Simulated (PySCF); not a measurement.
C2H10OSi2, SMILES [SiH3]CCO[SiH3] at its GFN2-xTB optimised geometry (Å):

```
15

Si     1.4598    -1.6551     0.0000
C     -0.4473    -1.6551     0.0000
C     -0.9187    -0.2134     0.0000
O     -0.0485     0.5310    -0.8087
Si    -0.2218     2.0437    -1.3608
H      1.8825    -3.0131     0.3690
H      1.9482    -0.7170     1.0110
H      1.9878    -1.3379    -1.3230
H     -0.8634    -2.1797     0.8586
H     -0.8128    -2.1599    -0.8942
H     -1.9482    -0.1129    -0.3672
H     -0.8879     0.1942     1.0187
H     -0.2809     3.0131    -0.2609
H      0.9857     2.1437    -2.1621
H     -1.4604     2.1725    -2.1373
```

Calculation: B3LYP/def2-TZVP run with PySCF.

Map of the deformation density (molecule minus spherical neutral atoms) (e/bohr³) on the plane z = 0.6 Å:

```
|111111111111111111111111111|
|111111111111111111111111111|
|111111111111111111111111111|
|111111111111111111111111111|
|111111111111111111111111111|
|111111111111111111111111111|
|111111111111111111111111111|
|111111111111111111111111111|
|111111111111111111111111111|
|111111111110011111111111111|
|111111111100001111111111111|
|111111111000000111111111111|
|111111110024100111111111111|
|111111110049200011111111111|
|111111100003100012211111111|
|111111110001100025411111111|
|111111110001001014311111111|
|111111110015322001100111111|
|111111111029511001100111111|
|111111111012100024311111111|
|111111111100000124311111111|
|111111111111111111111111111|
|111111111111111111111111111|
|111111111111111111111111111|
|111111111111111111111111111|
|111111111111111111111111111|
|111111111111111111111111111|
```
Scale: ten equal steps from -0.015 (start of '0') to 0.104 (end of '9'), in the order '0123456789'; x runs from -5.50 to 5.50, y from -5.50 (bottom) to 5.50 (top).
